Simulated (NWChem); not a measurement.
# Si₂H₅F; SMILES F[SiH2][SiH3]

```xyz
8

Si    -0.2067    -1.5201     0.0000
Si     0.5593     0.7034     0.0000
F     -0.7360     1.7199     0.0000
H      0.9877    -2.4389     0.0000
H     -1.0341    -1.7947    -1.2259
H     -1.0341    -1.7947     1.2259
H      1.3840     0.9919     1.2251
H      1.3840     0.9919    -1.2251
```
Atoms are numbered in this order, from 1.

Program: NWChem. Pople sets run with spherical d functions. All runs use the structure optimised with PBE-D3(BJ)/def2-SVP. Total energies compare along this basis series because the functional is fixed.

```tsv
level	basis functions	energy (Ha)	highest occupied level (eV)	orbital gap (eV)	dipole (D)
PBE0/STO-3G	28	-673.3510	-4.66	10.68	0.65
PBE0/3-21G	45	-677.8816	-8.42	8.36	1.47
PBE0/6-31G*	60	-681.4843	-8.34	7.97	1.39
PBE0/6-31+G*	72	-681.4960	-8.52	…	1.63
PBE0/6-311G**	100	-681.5674	-8.48	7.88	1.62
PBE0/6-311++G**	117	-681.5716	-8.54	7.71	1.76
```

Task: Some entries are withheld; supply them.

Result: 
- PBE0/6-31+G*, orbital gap (eV): 7.77
